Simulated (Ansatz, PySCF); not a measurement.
Base molecule (SMILES): CF (CH3F) [fluoromethane]. Structures are relaxed separately at B3LYP-D3(BJ)/def2-TZVP in Ansatz (a quantum-chemistry and plane-wave program), one conformer each, not searched for the lowest. Frequencies are from Ansatz or PySCF. Cores are frozen in the correlated levels unless marked. Open shells are spin-unrestricted. No spin-orbit coupling. No relativistic terms. CBS(X,Y): correlation extrapolated as X^-3; Hartree-Fock from the larger set. [CCSD(T)-MP2]/basis is that difference in the basis named. Rows marked 298 K are enthalpies with B3LYP-D3(BJ) harmonic zero-point and thermal terms.

Levels, all with Ansatz: PBE/def2-TZVPD, and a column headed coupled cluster (CCSD(T) or an MP2 limit with a CCSD(T) correction), which has limits of its own: C-H bond dissociation enthalpy, 298 K at RI-MP2/CBS(cc-pV(T+d)Z,cc-pV(Q+d)Z)+[CCSD(T)-MP2]/cc-pV(T+d)Z.

```json
[
 {"property of the base": "C-H bond dissociation enthalpy, 298 K (to [CH2]F + H atom) (kcal/mol)", "coupled cluster": "101.9", "PBE": "96.4"}
]
```

### Question
What happens with H on C replaced by F, giving FCF? Give the coupled-cluster values, and the shifts at both levels.

### Answer
C-H bond dissociation enthalpy, 298 K (to F[CH]F + H atom) 102.7 kcal/mol (+0.8; PBE -0.8).

### Question
What happens with F replaced by Cl, giving CCl (CH3Cl) [chloromethane]? Give the coupled-cluster values, and the shifts at both levels.

### Answer
C-H bond dissociation enthalpy, 298 K (to [CH2]Cl + H atom) 100.0 kcal/mol (-1.9; PBE -1.9).

### Question
What happens with H on C replaced by CF3, giving FCC(F)(F)F? Give the coupled-cluster values, and the shifts at both levels.

### Answer
C-H bond dissociation enthalpy, 298 K (to F[CH]C(F)(F)F + H atom) 103.4 kcal/mol (+1.5; PBE -0.7).
